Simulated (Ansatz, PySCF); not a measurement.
C4H4F2, SMILES FC1=CC[C@H]1F.

The structure is a stationary point at PBE-D3(BJ)/def2-SVP. The structure was generated by enumeration; whether it is a known compound was not checked.

Vertical ionisation energy (IE) and electron affinity (EA) in eV. Rows of orbital energies are one-electron estimates. Where ΔSCF, EOM or ADC give a negative EA the extra electron is unbound and the value depends on the basis.

| level | IE | EA |
|---|---|---|
| −ε(HOMO), −ε(LUMO), M06-2X/def2-TZVP (PySCF) | 8.88 | -0.71 |
| −ε(HOMO), −ε(LUMO), PBE/def2-TZVP (PySCF) | 6.39 | 1.24 |
| ΔSCF, CAM-B3LYP/def2-SVPD (Ansatz), final states of multiplicity 2 and 2 | 10.09 | -1.54 |
| ΔSCF, PBE/def2-SVPD (Ansatz), final states of multiplicity 2 and 2 | 9.85 | -1.38 |

Task: What vertical singlet–triplet gap does ΔSCF give with CAM-B3LYP/def2-SVPD (Ansatz, a quantum-chemistry and plane-wave program) and with PBE/def2-SVPD (Ansatz)? (Estimate from the structure and the level; the computed values follow.)

Result: 4.14 and 4.20 eV (triplet above singlet where positive).
